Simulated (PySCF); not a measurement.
A GIAO shielding run with PySCF (density fitting, non-relativistic, gas phase) on SMILES [C@H]1(C(C)(C)C)CN[SiH2]C1, C$_{7}$H$_{17}$NSi:

```
$ OMP_NUM_THREADS=1 python probes_run.py task.json out

{"job": {"kind": "nmr", "xc": "PBE0", "basis": "pcSseg-1"}, "charge": 0, "multiplicity": 1}
C     -1.913120     1.199339    -0.485839
C     -1.139730    -0.085631    -0.164135
C     -1.581476    -1.171761    -1.152530
C     -1.513102    -0.534395     1.251246
C      0.376396     0.167706    -0.342056
C      0.952965     1.263527     0.562623
N      2.392477     1.209941     0.398708
Si     3.013003    -0.355589     0.083084
C      1.269505    -1.066089    -0.166181
H     -1.702615     1.975940     0.244850
H     -1.647985     1.572097    -1.472868
H     -2.983837     1.004883    -0.471278
H     -2.662721    -1.290667    -1.122724
H     -1.130694    -2.129076    -0.905431
H     -1.295342    -0.906335    -2.168104
H     -2.578946    -0.749444     1.295282
H     -0.978847    -1.436976     1.535500
H     -1.297743     0.240579     1.982248
H      0.520690     0.517918    -1.370942
H      0.593534     2.253110     0.264677
H      0.666763     1.093734     1.608663
H      2.891986     1.958899     0.847229
H      3.719041    -1.020212     1.188116
H      3.853829    -0.323310    -1.116020
H      1.185527    -1.729693    -1.022934
H      0.969397    -1.635881     0.712093
```

Hardware: 1 thread of an Arm Neoverse N1, shared host. The job also computes population analyses, field gradients, ring-centre shieldings.

**Question.** How large is the calculation?

**Answer.** 80 electrons, 245 basis functions and 1284 auxiliary functions.

**Question.** How long does it take, and how much memory does it need?

**Answer.** 110 s of wall time, with 12 SCF cycles and 4 response iterations; peak memory 1.2 GiB. Times on a shared host scatter by some tens of per cent.
